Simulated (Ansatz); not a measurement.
Isolated molecules relaxed with PBE0-D4/def2-TZVP in Ansatz; ΔE leaves out vibrations. CCSD(T)/CBS adds triple-zeta CCSD(T) − MP2 to the extrapolated MP2 energy (def2 sets, frozen cores). DFT in def2-TZVPP. Elements past krypton have def2 core potentials. For Ga, Sn outer-core shells are correlated without core-valence functions, which leaves a few kJ/mol of doubt a bond. Scalar relativity is left out up to krypton. Each species was taken in one conformer, which may not be the lowest.

`CBNBN` + `[CH3][SnH2][GaH2]` → `C[BH][SnH2][GaH2]` + `CNBN`  (redistribution)

CCSD(T)/CBS gives +45.2 kcal/mol.

Task: Another level gave +43.6 kcal/mol. Which?
A. SCS-MP2/def2-TZVPP
B. PBE-D4/def2-TZVPP
C. BLYP/def2-TZVPP
D. r2SCAN0-D4/def2-TZVPP

Result: C. BLYP 43.6, PBE-D4 42.4, SCS-MP2/def2-TZVPP 45.9, r2SCAN0-D4 44.6 kcal/mol.

Task: What do rigid-rotor, harmonic-oscillator terms from PBE0-D4/def2-TZVP frequencies (298.15 K, 1 bar) make of the CCSD(T)/CBS value? (An estimate is asked.)

Result: Ansatz gave: ΔZPE = -0.4 kcal/mol, ΔH = +45.2 kcal/mol, ΔS = 8 J/(mol·K), ΔG = +44.6 kcal/mol. Modes under 50 cm⁻¹ make the entropy rough.

Largest T1 diagnostic among the species: 0.014.

From PBE to PBE0 (25 % exact exchange), in def2-TZVPP and without D4, ΔE moves by +0.8 kcal/mol. Leaving LDA and LC-ωPBE aside and taking each functional with its dispersion term where it has one, the values, not all of them listed here, spread over 3.6 kcal/mol, from revPBE-D4 to B97M-V.
